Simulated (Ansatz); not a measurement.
Born–Oppenheimer molecular dynamics of a periodic cell of 36 atoms, H4CO (contents 6 CH3OH, density as packed 0.79 g/cm³ with natural masses). It starts from a partly relaxed structure (largest force component 0.25 eV/Å).

Theory: DFT LDA, scalar-relativistic, plane waves, PAW (Ansatz). Settings: cutoff 420 eV, k mesh 1x1x1, fermi-dirac smearing 0.05 eV, no spin polarisation.

```yaml
ensemble: NVT, Langevin thermostat
time_step: 0.5 fs
steps_asked: 300
set_temperature: 300 K
friction: 0.02 /fs
seed: 993189
```

Frames 5 fs apart, positions in Å, forces in eV/Å.

Velocities at 85.0 fs (Å/ps):

```
C -5.42 -6.45 8.78
O -1.93 2.14 1.81
H 2.83 27.37 15.27
H -4.88 12.71 -7.96
H -15.43 -1.04 5.97
H 1.67 21.41 -11.88
C -8.49 -8.29 4.25
O 3.27 -6.50 0.55
H 1.29 3.45 -30.12
H -17.21 2.76 8.43
H -11.70 -11.42 10.73
H -1.46 -12.41 -24.53
C 0.63 -8.16 4.16
O 0.28 1.17 -4.11
H -1.79 -3.48 0.78
H 10.35 17.07 -11.39
H -2.95 8.14 1.59
H 5.47 -6.53 -5.49
C -6.52 -2.91 -0.14
O 3.04 5.64 0.99
H 2.26 23.02 -21.27
H 32.04 0.12 -9.04
H 3.04 -20.19 32.36
H 20.30 24.81 -15.52
C 0.66 -2.69 -2.82
O -0.04 -2.82 -2.62
H 6.71 -3.72 -18.91
H 3.02 5.11 25.31
H -6.53 -16.81 11.48
H 18.08 -0.13 -15.93
C 8.36 7.29 5.48
O 2.25 5.81 1.12
H 3.10 -17.07 -16.60
H 0.60 -0.34 -7.25
H 18.86 -0.91 -0.57
H 2.28 -2.21 12.91
```

```xyz
36
Lattice="7.3803 0.0000 0.0000 0.0000 7.3803 0.0000 0.0000 0.0000 7.3803" Properties=species:S:1:pos:R:3:forces:R:3 time_fs=85.0 energy_less_start_eV=0.849 T=264
C 3.296 0.772 5.115 1.73 0.14 -1.02
O 4.372 0.442 5.970 0.28 0.09 1.27
H 2.474 0.052 5.073 0.15 -0.41 0.45
H 4.912 1.270 6.238 -0.29 -1.21 -0.33
H 2.910 1.722 5.473 -0.44 0.60 -0.51
H 3.806 0.772 4.101 -1.21 0.58 0.40
C 6.796 2.616 5.523 0.56 -1.08 -1.15
O 6.577 1.742 6.611 -0.30 -0.02 0.52
H 6.101 3.482 5.584 0.56 -0.17 0.10
H 6.971 0.811 6.441 -0.33 0.13 -0.58
H 7.904 2.889 5.498 -1.20 0.17 -0.24
H 6.518 2.021 4.565 0.54 0.98 0.82
C 5.016 1.669 2.014 0.52 -1.30 -0.64
O 6.398 1.633 1.773 0.96 0.06 0.06
H 4.893 1.962 3.042 -0.40 0.36 0.65
H 6.572 1.749 0.782 -0.22 -0.05 0.24
H 4.559 2.379 1.343 -0.67 0.63 -0.29
H 4.577 0.652 1.843 0.00 0.34 0.14
C 0.293 6.425 4.615 -0.44 0.17 -0.34
O -0.445 6.731 5.771 -0.22 -0.03 0.52
H 1.241 6.016 4.930 0.63 -0.28 0.17
H -1.423 6.668 5.648 0.04 0.22 -0.13
H -0.179 5.692 3.956 -0.28 -0.51 0.08
H 0.460 7.306 3.984 0.16 0.45 -0.08
C 6.333 5.063 1.673 -0.02 -0.63 -0.55
O 6.635 4.074 2.619 0.11 0.49 0.35
H 6.709 6.016 2.043 0.31 0.59 0.08
H 6.774 3.165 2.231 -0.32 -0.08 -0.16
H 6.844 4.877 0.683 -0.39 0.17 0.45
H 5.237 5.233 1.521 0.21 -0.28 -0.13
C 2.208 6.806 1.401 -0.49 -1.81 -1.35
O 3.380 6.324 0.704 -0.87 1.57 0.24
H 2.051 5.934 2.079 -0.50 0.82 0.28
H 3.682 7.079 0.134 0.26 -0.50 -0.34
H 2.322 7.784 1.905 0.18 -0.16 0.14
H 1.256 6.861 0.709 1.37 -0.04 0.86
36
Lattice="7.3803 0.0000 0.0000 0.0000 7.3803 0.0000 0.0000 0.0000 7.3803" Properties=species:S:1:pos:R:3:forces:R:3 time_fs=90.0 energy_less_start_eV=0.803 T=277
C 3.296 0.755 5.144 -0.84 1.34 -0.23
O 4.361 0.448 5.988 -1.27 -2.21 0.04
H 2.419 0.066 5.177 0.97 -0.28 0.10
H 4.892 1.205 6.199 1.24 1.44 0.51
H 2.805 1.722 5.428 0.34 -0.13 0.01
H 3.672 0.902 4.119 -0.30 -0.28 -0.21
C 6.772 2.559 5.534 -0.18 -0.19 -0.73
O 6.586 1.720 6.621 -1.06 0.42 0.72
H 6.141 3.441 5.476 -0.42 0.37 0.67
H 6.894 0.792 6.397 0.21 -0.56 -0.41
H 7.784 2.863 5.520 1.54 0.78 -0.25
H 6.571 2.068 4.578 -0.02 -0.54 -0.45
C 5.031 1.630 2.022 -0.69 1.27 -0.44
O 6.405 1.640 1.757 0.68 -0.01 0.85
H 4.856 1.948 3.092 0.14 -0.25 -0.78
H 6.581 1.804 0.785 -0.25 -0.19 -0.25
H 4.520 2.435 1.365 0.28 -1.00 0.79
H 4.584 0.633 1.834 -0.01 0.07 0.03
C 0.276 6.419 4.607 1.74 0.87 -0.35
O -0.427 6.762 5.788 -0.88 -0.46 -0.43
H 1.325 6.083 4.868 -0.90 -0.05 0.16
H -1.405 6.677 5.575 0.62 0.30 0.48
H -0.198 5.573 4.079 -0.03 0.20 -0.28
H 0.509 7.354 3.961 -0.80 -1.15 0.42
C 6.335 5.046 1.668 0.41 0.13 0.16
O 6.642 4.067 2.613 -0.06 0.56 1.05
H 6.754 6.037 2.001 -0.10 -0.44 -0.21
H 6.740 3.134 2.268 -0.27 0.01 -0.37
H 6.793 4.776 0.721 0.35 0.21 -0.72
H 5.267 5.225 1.461 -0.38 -0.17 0.23
C 2.242 6.818 1.413 1.40 -1.47 0.05
O 3.385 6.358 0.708 -0.14 0.36 -0.01
H 2.023 5.950 2.052 -0.06 0.36 0.81
H 3.708 7.034 0.067 -0.02 -0.03 -0.20
H 2.443 7.759 1.942 -0.26 0.08 0.28
H 1.358 6.836 0.814 -0.99 0.61 -1.03
36
Lattice="7.3803 0.0000 0.0000 0.0000 7.3803 0.0000 0.0000 0.0000 7.3803" Properties=species:S:1:pos:R:3:forces:R:3 time_fs=95.0 energy_less_start_eV=0.871 T=236
C 3.290 0.763 5.163 -1.41 1.47 -0.27
O 4.345 0.446 6.004 1.22 1.27 0.26
H 2.519 0.000 5.292 0.02 -0.30 -0.33
H 4.976 1.253 6.211 -0.67 -1.36 -0.07
H 2.735 1.727 5.366 0.43 -0.34 0.82
H 3.494 0.998 4.100 0.60 -0.93 -0.12
C 6.770 2.499 5.538 1.57 2.50 -1.66
O 6.578 1.710 6.633 -0.56 -1.86 -0.31
H 6.121 3.404 5.530 0.09 -0.26 0.26
H 6.866 0.705 6.311 -0.01 0.65 0.48
H 7.843 2.914 5.492 -0.97 -0.39 0.06
H 6.608 2.058 4.516 -0.06 -0.41 0.55
C 5.050 1.619 2.012 0.04 -1.02 0.25
O 6.422 1.654 1.755 0.40 0.33 0.06
H 4.878 1.916 3.030 0.01 -0.06 1.13
H 6.543 1.806 0.761 0.13 -0.24 0.13
H 4.492 2.371 1.504 -0.60 0.86 -1.20
H 4.613 0.619 1.835 0.01 -0.03 -0.06
C 0.288 6.413 4.597 -1.06 -2.13 1.07
O -0.426 6.784 5.801 -0.01 -0.25 -0.54
H 1.281 6.096 4.873 0.56 -0.43 0.45
H -1.384 6.708 5.585 -0.24 0.06 0.26
H -0.227 5.507 4.119 0.54 1.04 0.13
H 0.434 7.245 3.978 -0.18 1.49 -1.45
C 6.336 5.037 1.661 -0.24 -1.05 -0.96
O 6.646 4.066 2.620 -0.05 -0.18 0.47
H 6.819 5.981 1.971 -0.19 0.16 -0.24
H 6.618 3.111 2.246 0.14 0.60 0.12
H 6.775 4.697 0.662 -0.31 0.69 0.58
H 5.216 5.177 1.500 0.83 0.13 0.19
C 2.283 6.805 1.420 -0.79 0.62 0.15
O 3.381 6.395 0.710 0.76 -0.92 -0.39
H 1.986 6.085 2.215 0.37 -0.21 -0.33
H 3.700 7.018 0.001 -0.29 0.05 0.22
H 2.546 7.734 1.985 -0.61 0.14 -0.20
H 1.354 6.904 0.776 0.53 0.31 0.46
36
Lattice="7.3803 0.0000 0.0000 0.0000 7.3803 0.0000 0.0000 0.0000 7.3803" Properties=species:S:1:pos:R:3:forces:R:3 time_fs=100.0 energy_less_start_eV=0.780 T=253
C 3.267 0.793 5.175 -0.47 -0.40 -0.23
O 4.336 0.456 6.005 -0.02 -0.78 0.00
H 2.629 -0.093 5.279 -0.48 0.18 -0.26
H 4.993 1.142 6.225 0.48 0.94 0.21
H 2.694 1.684 5.479 0.09 0.06 0.29
H 3.486 0.906 4.092 0.40 -0.05 0.19
C 6.785 2.473 5.508 -0.02 1.17 -0.41
O 6.554 1.674 6.647 -0.08 -0.28 -1.09
H 6.107 3.336 5.610 -0.01 0.05 -0.38
H 6.808 0.723 6.325 0.60 -0.11 0.35
H 7.805 2.917 5.452 -0.09 -0.35 0.21
H 6.604 1.972 4.508 -0.03 0.06 0.78
C 5.060 1.594 1.986 -1.21 0.84 1.32
O 6.426 1.663 1.750 0.33 0.19 -0.26
H 4.939 1.883 3.071 -0.17 -0.43 -0.51
H 6.550 1.754 0.750 0.24 -0.08 0.15
H 4.415 2.402 1.488 0.75 -0.85 -0.05
H 4.647 0.579 1.834 -0.08 0.07 -0.17
C 0.284 6.379 4.601 -0.05 2.06 -0.28
O -0.430 6.796 5.799 -0.52 -0.79 -0.93
H 1.294 6.090 4.944 -0.17 0.19 -0.23
H -1.421 6.747 5.657 0.45 -0.17 -0.08
H -0.166 5.525 4.107 -0.44 -0.60 -0.11
H 0.313 7.260 3.809 0.18 -1.36 1.35
C 6.332 5.017 1.635 0.05 -0.53 1.30
O 6.643 4.064 2.630 0.18 1.08 0.26
H 6.851 5.949 1.873 -0.13 0.47 0.12
H 6.514 3.168 2.246 0.36 -0.72 -0.12
H 6.696 4.727 0.672 0.46 -0.40 -1.19
H 5.253 5.137 1.576 -0.60 0.55 -0.18
C 2.318 6.809 1.429 -1.64 2.23 0.29
O 3.391 6.413 0.710 0.94 -1.18 -0.59
H 2.059 6.196 2.302 0.12 -0.85 -0.29
H 3.653 7.022 -0.032 -0.08 0.09 0.19
H 2.520 7.781 1.947 -0.05 0.21 -0.11
H 1.364 7.022 0.827 0.74 -0.51 0.45
36
Lattice="7.3803 0.0000 0.0000 0.0000 7.3803 0.0000 0.0000 0.0000 7.3803" Properties=species:S:1:pos:R:3:forces:R:3 time_fs=105.0 energy_less_start_eV=0.824 T=247
C 3.233 0.805 5.177 0.38 -2.04 1.00
O 4.333 0.456 6.011 0.71 0.37 0.62
H 2.615 -0.156 5.191 0.11 1.25 0.17
H 5.033 1.183 6.258 -0.83 -0.60 -0.29
H 2.690 1.657 5.638 -0.01 -0.10 -0.83
H 3.602 0.791 4.149 -0.31 1.04 -0.46
C 6.800 2.463 5.482 -0.69 -0.17 1.78
O 6.529 1.635 6.652 0.01 1.30 -1.02
H 6.091 3.267 5.563 -0.49 0.72 -0.25
H 6.846 0.714 6.391 0.57 -0.68 -0.24
H 7.783 2.909 5.482 0.79 -0.02 0.07
H 6.603 1.894 4.595 0.00 -0.51 -0.97
C 5.048 1.565 1.990 -0.16 -0.36 0.28
O 6.424 1.675 1.745 0.30 0.11 0.47
H 4.872 1.781 3.060 -0.03 0.06 -0.12
H 6.580 1.688 0.744 -0.08 0.20 0.24
H 4.451 2.287 1.410 -0.08 0.17 -0.12
H 4.680 0.549 1.780 -0.10 -0.18 -0.08
C 0.260 6.383 4.592 -0.32 -1.74 0.98
O -0.445 6.798 5.782 0.47 -0.74 -0.47
H 1.285 6.103 4.958 -0.64 0.31 -0.56
H -1.419 6.733 5.710 -0.50 -0.19 -0.38
H -0.183 5.473 4.074 0.16 0.39 0.77
H 0.235 7.128 3.827 0.40 1.17 -0.60
C 6.321 5.005 1.623 0.15 0.40 -0.35
O 6.643 4.084 2.639 0.01 0.50 -0.48
H 6.813 5.994 1.816 0.00 -0.36 0.13
H 6.512 3.154 2.271 0.43 -0.05 0.04
H 6.700 4.732 0.566 -0.53 0.02 1.12
H 5.228 5.245 1.619 0.25 -0.22 -0.41
C 2.339 6.850 1.450 0.42 1.73 1.07
O 3.410 6.420 0.699 0.06 -0.20 -0.15
H 2.166 6.177 2.298 -0.21 -0.38 -0.13
H 3.632 7.044 -0.047 0.16 0.01 0.06
H 2.473 7.875 1.949 0.49 -0.61 -0.18
H 1.429 7.080 0.913 -0.88 -0.58 -0.69
36
Lattice="7.3803 0.0000 0.0000 0.0000 7.3803 0.0000 0.0000 0.0000 7.3803" Properties=species:S:1:pos:R:3:forces:R:3 time_fs=110.0 energy_less_start_eV=0.911 T=268
C 3.211 0.792 5.196 2.25 0.32 -0.01
O 4.339 0.449 6.028 -1.59 -1.17 -0.49
H 2.536 -0.036 5.148 -0.50 -0.92 0.22
H 4.979 1.166 6.223 0.59 0.65 0.21
H 2.675 1.639 5.640 -0.04 0.39 -0.38
H 3.621 0.905 4.158 -0.68 0.52 0.44
C 6.793 2.449 5.489 -0.30 -0.34 0.00
O 6.512 1.613 6.646 0.99 -0.07 -1.13
H 6.038 3.302 5.488 0.92 -0.76 -0.06
H 6.978 0.634 6.427 -0.95 1.16 -0.22
H 7.865 2.850 5.522 -1.18 -0.36 -0.15
H 6.615 1.800 4.544 0.40 0.97 0.91
C 5.043 1.531 2.000 -0.15 -1.23 -2.27
O 6.427 1.695 1.743 0.13 0.13 1.46
H 4.732 1.696 3.028 0.34 0.44 0.40
H 6.578 1.733 0.740 -0.24 0.12 0.03
H 4.494 2.204 1.295 -0.19 -0.06 0.57
H 4.733 0.473 1.707 0.15 0.74 0.36
C 0.216 6.364 4.595 -0.29 1.69 -1.09
O -0.462 6.790 5.764 -1.26 -0.90 -0.12
H 1.226 6.171 4.872 1.14 -0.31 0.41
H -1.474 6.683 5.681 1.11 0.38 0.05
H -0.169 5.448 4.156 -0.50 -0.47 -0.23
H 0.265 7.191 3.783 -0.28 -0.92 0.93
C 6.302 5.016 1.625 -0.18 0.73 0.92
O 6.652 4.116 2.650 -0.21 0.29 -0.37
H 6.743 6.011 1.797 0.67 0.08 0.29
H 6.580 3.161 2.306 0.18 0.24 -0.05
H 6.645 4.743 0.633 0.12 -0.45 -0.61
H 5.245 5.344 1.595 -0.41 -0.72 -0.14
C 2.349 6.910 1.491 -0.70 -1.80 -2.25
O 3.435 6.441 0.685 -0.83 0.19 0.69
H 2.227 6.132 2.270 -0.34 0.27 -0.13
H 3.644 7.062 -0.060 0.17 0.11 0.05
H 2.535 7.854 1.942 0.37 1.36 0.68
H 1.363 7.019 0.854 1.28 -0.31 1.07
```

Of the whole run (150 fs, mean temperature of the second half 254 K): The mean temperature of the second half is 15 % below the set value. A run of 0.15 ps of so small a system gives no equilibrium averages. Limits of this set-up: coarse k mesh.

The run took 5.6 min on 1 thread of Arm Neoverse V2, on a shared host, peak memory 0.37 GiB.
